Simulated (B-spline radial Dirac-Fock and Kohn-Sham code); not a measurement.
**Radiative decay of the L1 hole in Yb²⁺**

System: ytterbium as Yb²⁺ in the configuration [Xe] 4f14.

Level of theory: one-electron (LDA, Dirac) transition rates at Dirac-Fock energies; a radial finite-basis atomic code.

```csv
line,multipole,energy (eV),rate (s⁻¹),share (%)
L1-L2,E1,516.0,2.50e+11,0.0266
L1-L3,E1,1551.2,1.56e+13,1.66
Lβ4 (L1-M2),E1,8317.3,3.03e+14,32.2
Lβ3 (L1-M3),E1,8540.2,4.03e+14,42.8
L1-M4,E2,8919.4,7.93e+12,0.843
L1-M5,E2,8967.0,1.19e+13,1.26
Lγ2 (L1-N2),E1,10093.7,7.27e+13,7.72
Lγ3 (L1-N3),E1,10143.8,1.01e+14,10.8
L1-N4,E2,10294.9,1.05e+12,0.112
L1-N5,E2,10304.0,1.63e+12,0.173
L1-O2,E1,10458.6,9.83e+12,1.04
Lγ4 (L1-O3),E1,10464.8,1.33e+13,1.41
```

The listed lines hold 100.0 % of the radiative rate. The radiative width is 0.619 eV in the length form and 0.621 eV in the velocity form; the two differ because the transition energies are not eigenvalue differences of the potential that gave the orbitals.

Values without a named source are computed, but for edge energies of neutral atoms, which are taken from tables.
